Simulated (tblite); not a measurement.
Compound: C5H11FO2Si2.
Cartesian coordinates in Å at the GFN2-xTB level; atoms count from 1:
```
atom  x, y, z in Å
F1     3.0137    1.9364   -0.5652
Si2    2.7589    0.8588    0.5869
O3     2.6826   -0.6150   -0.1133
Si4    1.2797   -1.4272    0.0672
C5     0.3593   -0.0565    1.0776
C6    -0.9479    0.4816    0.5140
C7    -2.0063   -0.5826    0.1759
C8    -2.0179   -0.1054   -1.2849
C9    -0.9228    0.9227   -0.9602
O10    1.2821    1.0322    1.2012
H11    3.8236    0.9041    1.5508
H12    1.5401   -2.5902    0.9082
H13    0.7731   -1.7046   -1.2662
H14    0.1634   -0.4088    2.1007
H15   -1.3165    1.2653    1.1801
H16   -2.9512   -0.4681    0.7031
H17   -1.6513   -1.6034    0.3097
H18   -1.7328   -0.8643   -2.0101
H19   -2.9613    0.3378   -1.5971
H20    0.0299    0.7445   -1.4547
H21   -1.2074    1.9597   -1.1242
```

Method: GFN2-xTB as coded in tblite; computed harmonic values from a numerical Hessian at the method's own geometry, unscaled. Errors from tens to a few hundred cm⁻¹ against measured bands are possible. Modes of hydrogen on silicon can be 10 to 20 % off. One conformer, not necessarily the lowest.

Harmonic wavenumbers (cm⁻¹): 39.1, 68.0, 75.4, 103.9, 175.0, 194.4, 223.9, 283.8, 339.0, 395.0, 443.9, 499.9, 532.0, 581.9, 600.6, 643.3, 667.2, 688.9, 743.1, 761.5, 785.1, 795.3, 816.7, 850.8, 898.7, 923.5, 936.2, 1000.0, 1035.0, 1044.8, 1058.5, 1070.9, 1102.4, 1160.0, 1180.2, 1188.9, 1230.0, 1233.1, 1249.0, 1258.7, 1262.6, 1281.8, 1322.7, 1470.5, 1472.9, 1491.8, 2302.9, 2349.7, 2498.1, 2854.0, 2951.1, 2992.4, 3002.2, 3010.8, 3018.1, 3019.3, 3023.2.

A = 1791, B = 707.7, C = 628.3 MHz; mass 178.028 u (most abundant isotopes); point group C1, symmetry number 1.

**Question.** What is the zero-point energy?

**Answer.** Half the sum of the wavenumbers: 34101 cm⁻¹ = 407.94 kJ/mol.

**Question.** Give the ideal-gas entropy at 200 K and 1 bar in the rigid-rotor, harmonic-oscillator model (classical rotation).

**Answer.** Translation 165.18, rotation 122.13, vibration 91.98: S = 379.3 J/(mol K).

**Question.** And Cp and H(200 K) − H(0)?

**Answer.** Cp = 130.78 J/(mol K), of which vibrations give 97.52 (their classical limit is 57 R = 473.9); H(200 K) − H(0) = 16.44 kJ/mol without the zero-point energy, 9.79 from vibrations.

**Question.** What must be added to the electronic energy to get the Gibbs energy at 200 K and 1 bar?

**Answer.** ZPE + [H(200 K) − H(0)] − T·S = 407.94 + 16.44 − 75.86 = 348.52 kJ/mol.

**Question.** Which modes carry the vibrational entropy at 200 K?

**Answer.** 39.1 cm⁻¹: 18.89; 68.0 cm⁻¹: 14.34; 75.4 cm⁻¹: 13.50; 103.9 cm⁻¹: 10.93; 175.0 cm⁻¹: 6.93; 194.4 cm⁻¹: 6.17 J/(mol K); the other 51 give 21.22 together.

**Question.** Blend soft modes into free rotors: weight 1/[1 + (100 cm⁻¹/ν̃)⁴] for the oscillator and the rest for a rotor with moment μB/(μ + B), μ = h/(8π²ν), B = 10⁻⁴⁴ kg m². What vibrational entropy results?

**Answer.** 83.79 J/(mol K) in place of 91.98, which changes −T·S at 200 K by +1.64 kJ/mol.

**Question.** How do the functions run with temperature in this model?

**Answer.** 
```
 T (K)  S (J/(mol K))  Cp (J/(mol K))  H − H(0) (kJ/mol)  G − H(0) (kJ/mol)  ln q(vib)
   150          345.5           105.7              10.54             -41.28       3.70
   250          411.4           158.1              23.66             -79.19       6.65
298.15          441.5           184.8              31.92             -99.72       8.07
   400          503.3           236.9              53.46            -147.86      11.13
   600          614.8           312.2             108.95            -259.91      17.15
   900          755.4           379.7             213.69            -466.18      25.73
```

q(vib) and H(0) count from the zero-point level.

Hindered rotation and anharmonicity are outside this model. Other conformers, if any are populated, would add a mixing term that is left out. The structure is chiral; the term R ln 2 for an equal mix with its mirror image is left out.
